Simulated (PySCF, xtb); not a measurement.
# Relaxing a trial structure of ClFSi2

The starting geometry of this gas-phase singlet has its atoms placed at random.

```xyz
4

Cl   -0.0210   -1.2000   -1.3613
F     0.3161    1.5811    0.8451
Si    0.5967   -0.0601    1.1409
Si   -1.2581    0.0050    0.7990
```

Q: One run relaxed it with r2SCAN-D4/def2-SVP. What is a likely outcome?

A: It ends as a structure with Cl1 bridging Si4 and Si3, F2 bridging Si3 and Si4, given below by its coordinates. Distances that change by over a tenth: F2–Si3 (1.69 → 1.91 Å), Si3–Si4 (1.89 → 2.33 Å). Contacts that close: Cl1–Si3 (2.82 → 2.36 Å), Cl1–Si4 (2.77 → 2.36 Å), F2–Si4 (2.23 → 1.91 Å).

The energy falls by 3.66 eV over 28 steps:

```json
{"step": "1", "E − E(last) (eV)": "3.655"}
{"step": "4", "E − E(last) (eV)": "0.544"}
{"step": "7", "E − E(last) (eV)": "0.102"}
{"step": "10", "E − E(last) (eV)": "0.084"}
{"step": "13", "E − E(last) (eV)": "0.003"}
{"step": "16", "E − E(last) (eV)": "0.001"}
{"step": "19", "E − E(last) (eV)": "0.001"}
{"step": "22", "E − E(last) (eV)": "0.001"}
{"step": "25", "E − E(last) (eV)": "0.000"}
{"step": "28", "E − E(last) (eV)": "0.000"}
```

Final geometry (Å):

```xyz
4

Cl    0.0041   -1.0017   -1.1559
F     0.0288    1.0882    0.6367
Si    0.8472   -0.5960    1.0128
Si   -1.3996   -0.1777    0.5549
```

From the same start GFN2-xTB ends elsewhere, differing in Cl1–Si3 (3.18 against 2.36 Å here), F2–Si4 (2.83 against 1.91 Å here).

From so rough a start the end depends on the optimiser's path, so another program may land elsewhere. The end wasn't checked by frequencies. Run with PySCF 2.14.0, 4.1 min on 2 threads of Intel(R) Xeon(R) Processor @ 2.50GHz (Skylake/Cascade Lake), with other jobs on the host.
